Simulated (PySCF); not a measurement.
Si(CCH)(F)(H)2 (C₂H₃FSi), SMILES C#C[SiH2]F.

Geometry: PBE0-D3(BJ)/def2-SVP.

Method: ωB97X/def2-TZVPD in PySCF.

Symmetry labels are those of the subgroup Cs that the program uses (full group Cs).

Computed valence orbital energies around the gap with their symmetry:
```csv
orbital,symmetry,energy (eV)
HOMO−7,A',-17.88
HOMO−6,A',-15.82
HOMO−5,A',-15.38
HOMO−4,A",-15.31
HOMO−3,A',-13.38
HOMO−2,A",-12.66
HOMO−1,A',-11.20
HOMO,A",-10.96
LUMO,A',1.08
LUMO+1,A",1.79
LUMO+2,A',2.00
LUMO+3,A',2.42
```
